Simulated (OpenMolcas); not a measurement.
## What dynamic correlation does to the levels of Sc

* Program: OpenMolcas 26.06
* Basis: ANO-RCC-VTZP [6s5p3d2f1g]
* Scalar Hamiltonian: DKH2, point nucleus
* Active space: 3 electrons in 6 orbitals (3d 4s)
* State averaging: 2S+1 = 4 even, 17 roots (10 in the spin-orbit step); 2S+1 = 2 even, 29 roots
* Spin-orbit coupling: state interaction with AMFI integrals over the reference wave functions, term energies averaged over their components

Methods on the same reference wave functions:
A. CASSCF
B. SS-CASPT2, IPEA 0.25 Eh, imaginary shift 0.1 Eh (closed shells correlated: 3s 3p)
C. MS-CASPT2, IPEA 0.25 Eh, imaginary shift 0.1 Eh (closed shells correlated: 3s 3p)

Energies in cm⁻¹ above 3d 4s² ²D_3/2, the measured ground level; measured values from NIST Handbook of Basic Atomic Spectroscopic Data.

| Level | A | B | C | Measured |
| --- | --- | --- | --- | --- |
| 3d 4s² ²D_3/2 | 0.0 | 0.0 | 0.0 | 0.0 |
| 3d 4s² ²D_5/2 | 135 | 135 | 140 | 168 |
| 3d² 4s ⁴F_3/2 | 6149 | 8020 | 8430 | 11520 |
| 3d² 4s ⁴F_5/2 | 6189 | 8060 | 8470 | 11558 |
| 3d² 4s ⁴F_7/2 | 6244 | 8120 | 8530 | 11610 |
| 3d² 4s ⁴F_9/2 | 6316 | 8190 | 8600 | 11677 |
| 3d² 4s ²F_5/2 | 11864 | 13030 | 13440 | 14926 |
| 3d² 4s ²F_7/2 | 11996 | 13160 | 13570 | 15042 |
| 3d² 4s ⁴P_1/2 | 13912 | 14900 | 15300 |  |
| 3d² 4s ⁴P_3/2 | 13935 | 14920 | 15330 |  |
| 3d² 4s ⁴P_5/2 | 13969 | 14960 | 15380 |  |
| 3d² 4s ²D_3/2 | 14715 | 14050 | 14860 |  |
| 3d² 4s ²D_5/2 | 14729 | 14060 | 14860 |  |
| 3d² 4s ²G_7/2 | 18232 | 18760 | 19170 |  |
| 3d² 4s ²G_9/2 | 18232 | 18760 | 19170 |  |
| 3d² 4s ²P_1/2 | 19888 | 18300 | 18710 |  |
| 3d² 4s ²P_3/2 | 19945 | 18360 | 18770 |  |

Deviations, from unrounded energies. A percentage is the sum of absolute deviations over the sum of measured energies, with the sign that they share, or ± where signs differ.

```tsv
Against measurement	Levels	A	B	C
mean absolute deviation (cm-1)	7	3900	2500	2200
fine structure of the ground term (%)	1	-20.0	-20.0	-16.6
other configurations (%)	6	-36.1	-23.2	-20.0
```

C lies closest to measurement on these levels and A furthest from it. The largest miss of C in the table is 3d² 4s ⁴F_3/2, by -3100 cm-1. The ranking rests on the paired levels alone, and a cruder setting can come out closer through cancelling errors.

Between B and C the level of the table that moves most is 3d² 4s ²D_3/2, by 810 cm-1 (lowest in B, highest in C). Moves below CASPT2's spread within the term are not significant.

The mean deviations of B to C differ by less than CASPT2's widest spread within a term (1400 cm-1), so their order carries little weight.

The lowest spin-free term lies below A's lowest term by 0.336 hartree in B, 0.338 hartree in C.

Term energies are means over components that CASPT2 splits; among the terms shown or strongly mixed into the levels shown the widest spread is 1400 cm-1 (3d² 4s ²F, C). Some high roots are left out of the spin-orbit mixing, which shifts the levels that they would mix with. A single d shell beside an s shell can misplace configurations of different d count against each other. Without dynamic correlation excited terms often stand tens of per cent too high (terms of higher spin than the ground term too low), and those without a measured partner can miss by more than the paired ones (holds for A). The CASPT2 spread within a term exceeds the gap to the next term for 3d² 4s ²F and 3d² 4s ²D, 3d² 4s ²P and 3d² 4s ²G, so the order of their levels is uncertain, and so are names and mixing where such terms share a J (holds for B; C). Measured partners are found by configuration, term and J. A level has none where our copy of the source lacks it or the pairing is in doubt (some pairs that miss far off the trend of their configuration count as doubtful), and it then counts in no deviation. Levels of configurations outside the active space are missing.
